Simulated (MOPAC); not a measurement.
Input for MOPAC: PM7 on C4H10O (a complex), monomers drawn apart or pushed together.

```
PM7 1SCF PRECISE CHARGE=0 THREADS=1
C4H10O

C     -0.44378606 1     0.26334721 1     0.86129778 1
C      0.71425943 1    -0.14896037 1     0.36590407 1
H     -0.82173161 1    -0.10254413 1     1.80829003 1
H     -1.05551818 1     0.98643933 1     0.33427706 1
H      1.09652573 1     0.21700552 1    -0.57961663 1
H      1.32753172 1    -0.87556928 1     0.88562476 1
C     -0.67982898 1     0.97747735 1     6.51753945 1
O     -0.65638926 1    -0.39697504 1     6.19760652 1
C      0.65147758 1    -0.92705733 1     6.20250219 1
H     -0.10507013 1     1.56567055 1     5.79095171 1
H     -0.26955218 1     1.16059379 1     7.51909771 1
H     -1.71976926 1     1.29965832 1     6.49490245 1
H      1.29317644 1    -0.41116376 1     5.47726015 1
H      0.57774344 1    -1.97898002 1     5.93064121 1
H      1.11133854 1    -0.84463905 1     7.19586535 1
```

Output:

```
*******************************************************************************
 **                                                                           **
 **                              MOPAC v23.2.5                                **
 **                                                                           **
 *******************************************************************************
 ** MOPAC's Digital Object Identifier: https://doi.org/10.5281/zenodo.6511958 **
 **                                                                           **
 ** Please cite the open-source release paper for use of this MOPAC version:  **
 ** J. E. Moussa and J. J. P. Stewart (2026)                                  **
 ** MOPAC: An open-source semiempirical molecular orbital program             **
 ** J. Open Source Softw., 11(119), 8025, https://doi.org/10.21105/joss.08025 **
 *******************************************************************************

                              PM7 CALCULATION RESULTS

 *******************************************************************************
 *  PM7        - The PM7 Hamiltonian to be used
 *
 *
 *
 *                 CHARGE ON SYSTEM = 0
 *
 *
 *
 *  PRECISE    - TIGHTER CRITERIA TO BE USED
 *  1SCF       - DO 1 SCF AND THEN STOP
 *  THREADS=1  - MULTI-THREADING NOT USED
 *  T=         - A TIME OF 172800.0 SECONDS REQUESTED
 *  DUMP=N     - RESTART FILE WRITTEN EVERY 7200.0 SECONDS REQUESTED
 *******************************************************************************
PM7 1SCF PRECISE CHARGE=0 THREADS=1
 C4H10O

   ATOM   CHEMICAL          X               Y               Z
  NUMBER   SYMBOL      (ANGSTROMS)     (ANGSTROMS)     (ANGSTROMS)

     1       C         -0.44378606  *   0.26334721  *   0.86129778  *
     2       C          0.71425943  *  -0.14896037  *   0.36590407  *
     3       H         -0.82173161  *  -0.10254413  *   1.80829003  *
     4       H         -1.05551818  *   0.98643933  *   0.33427706  *
     5       H          1.09652573  *   0.21700552  *  -0.57961663  *
     6       H          1.32753172  *  -0.87556928  *   0.88562476  *
     7       C         -0.67982898  *   0.97747735  *   6.51753945  *
     8       O         -0.65638926  *  -0.39697504  *   6.19760652  *
     9       C          0.65147758  *  -0.92705733  *   6.20250219  *
    10       H         -0.10507013  *   1.56567055  *   5.79095171  *
    11       H         -0.26955218  *   1.16059379  *   7.51909771  *
    12       H         -1.71976926  *   1.29965832  *   6.49490245  *
    13       H          1.29317644  *  -0.41116376  *   5.47726015  *
    14       H          0.57774344  *  -1.97898002  *   5.93064121  *
    15       H          1.11133854  *  -0.84463905  *   7.19586535  *



          CARTESIAN COORDINATES

    NO.       ATOM           X           Y           Z

     1         C         -0.4438      0.2633      0.8613
     2         C          0.7143     -0.1490      0.3659
     3         H         -0.8217     -0.1025      1.8083
     4         H         -1.0555      0.9864      0.3343
     5         H          1.0965      0.2170     -0.5796
     6         H          1.3275     -0.8756      0.8856
     7         C         -0.6798      0.9775      6.5175
     8         O         -0.6564     -0.3970      6.1976
     9         C          0.6515     -0.9271      6.2025
    10         H         -0.1051      1.5657      5.7910
    11         H         -0.2696      1.1606      7.5191
    12         H         -1.7198      1.2997      6.4949
    13         H          1.2932     -0.4112      5.4773
    14         H          0.5777     -1.9790      5.9306
    15         H          1.1113     -0.8446      7.1959

 General Reference for PM7:
 "Optimization of Parameters for Semiempirical Methods VI: More Modifications to the
 NDDO Approximations and Re-optimization of Parameters", J. J. P. Stewart, J. Mol. Mod., 1:32, 19 (2013)
 https://link.springer.com/article/10.1007/s00894-012-1667-x

           Empirical Formula: C4 H10 O  =    15 atoms



      MOLECULAR POINT GROUP   :   C1


      RHF CALCULATION, NO. OF DOUBLY OCCUPIED LEVELS = 16


 -------------------------------------------------------------------------------
 PM7 1SCF PRECISE CHARGE=0 THREADS=1
 C4H10O



     1SCF WAS SPECIFIED, SO BFGS WAS NOT USED
     SCF FIELD WAS ACHIEVED


                              PM7 CALCULATION
                                                       MOPAC v23.2.5 Linux




          FINAL HEAT OF FORMATION =        -30.20007 KCAL/MOL =    -126.35708 KJ/MOL


          COSMO AREA              =        157.73 SQUARE ANGSTROMS
          COSMO VOLUME            =        133.24 CUBIC ANGSTROMS

          IONIZATION POTENTIAL    =          9.927748 EV
          HOMO LUMO ENERGIES (EV) =         -9.928  1.086
          NO. OF FILLED LEVELS    =         16
          MOLECULAR WEIGHT        =         74.1224         POINT GROUP:  C1

          MOLECULAR DIMENSIONS (Angstroms)

            Atom       Atom       Distance
            H    11    H     5     8.26715
            H    14    H     4     4.36173
            H     3    H    10     1.82510


          SCF CALCULATIONS        =          1





   ATOM   CHEMICAL          X               Y               Z
  NUMBER   SYMBOL      (ANGSTROMS)     (ANGSTROMS)     (ANGSTROMS)

     1       C         -0.44378606  *   0.26334721  *   0.86129778  *
     2       C          0.71425943  *  -0.14896037  *   0.36590407  *
     3       H         -0.82173161  *  -0.10254413  *   1.80829003  *
     4       H         -1.05551818  *   0.98643933  *   0.33427706  *
     5       H          1.09652573  *   0.21700552  *  -0.57961663  *
     6       H          1.32753172  *  -0.87556928  *   0.88562476  *
     7       C         -0.67982898  *   0.97747735  *   6.51753945  *
     8       O         -0.65638926  *  -0.39697504  *   6.19760652  *
     9       C          0.65147758  *  -0.92705733  *   6.20250219  *
    10       H         -0.10507013  *   1.56567055  *   5.79095171  *
    11       H         -0.26955218  *   1.16059379  *   7.51909771  *
    12       H         -1.71976926  *   1.29965832  *   6.49490245  *
    13       H          1.29317644  *  -0.41116376  *   5.47726015  *
    14       H          0.57774344  *  -1.97898002  *   5.93064121  *
    15       H          1.11133854  *  -0.84463905  *   7.19586535  *

                             CARTESIAN COORDINATES

   1    C       -0.443786060     0.263347210     0.861297780
   2    C        0.714259430    -0.148960370     0.365904070
   3    H       -0.821731610    -0.102544130     1.808290030
   4    H       -1.055518180     0.986439330     0.334277060
   5    H        1.096525730     0.217005520    -0.579616630
   6    H        1.327531720    -0.875569280     0.885624760
   7    C       -0.679828980     0.977477350     6.517539450
   8    O       -0.656389260    -0.396975040     6.197606520
   9    C        0.651477580    -0.927057330     6.202502190
  10    H       -0.105070130     1.565670550     5.790951710
  11    H       -0.269552180     1.160593790     7.519097710
  12    H       -1.719769260     1.299658320     6.494902450
  13    H        1.293176440    -0.411163760     5.477260150
  14    H        0.577743440    -1.978980020     5.930641210
  15    H        1.111338540    -0.844639050     7.195865350


           Empirical Formula: C4 H10 O  =    15 atoms



      MOLECULAR POINT GROUP   :   C1


                  EIGENVALUES
 -29.67338 -26.88519 -24.82013 -23.42557 -20.00661 -16.36893 -16.28129 -15.93230
 -15.84824 -14.24814 -13.47139 -12.85482 -12.07885 -12.06693 -10.72198  -9.92775
   1.08648   2.44966   4.67888   5.51428   5.51555   5.54622   5.55086   5.68359
   5.76144   6.22977   6.43384   6.44370   6.53089   6.54786


              NET ATOMIC CHARGES AND DIPOLE CONTRIBUTIONS

  ATOM NO.   TYPE          CHARGE      No. of ELECS.   s-Pop       p-Pop
    1          C          -0.280284        4.2803     1.09911     3.18117
    2          C          -0.287939        4.2879     1.09783     3.19011
    3          H           0.146093        0.8539     0.85391
    4          H           0.140881        0.8591     0.85912
    5          H           0.140119        0.8599     0.85988
    6          H           0.141130        0.8589     0.85887
    7          C          -0.207599        4.2076     1.07641     3.13119
    8          O          -0.346867        6.3469     1.87891     4.46796
    9          C          -0.207685        4.2077     1.07637     3.13132
   10          H           0.119673        0.8803     0.88033
   11          H           0.118365        0.8816     0.88164
   12          H           0.143051        0.8569     0.85695
   13          H           0.119304        0.8807     0.88070
   14          H           0.143233        0.8568     0.85677
   15          H           0.118527        0.8815     0.88147
 DIPOLE           X         Y         Z       TOTAL
 POINT-CHG.     1.454     0.986     0.410     1.804
 HYBRID        -0.050    -0.039    -0.022     0.067
 SUM            1.405     0.946     0.388     1.737


          ATOMIC ORBITAL ELECTRON POPULATIONS

     Atom    s        px        py        pz
    1  C   1.09911   1.03694   1.05026   1.09398
    2  C   1.09783   1.04042   1.05537   1.09432
    3  H   0.85391
    4  H   0.85912
    5  H   0.85988
    6  H   0.85887
    7  C   1.07641   1.15145   0.85684   1.12291
    8  O   1.87891   1.27630   1.26370   1.92796
    9  C   1.07637   0.89529   1.09747   1.13856
   10  H   0.88033
   11  H   0.88164
   12  H   0.85695
   13  H   0.88070
   14  H   0.85677
   15  H   0.88147

 **********************
 *                    *
 * JOB ENDED NORMALLY *
 *                    *
 **********************




 == MOPAC DONE ==
```

The run finished.

Cost: very roughly 0.03 core-seconds.
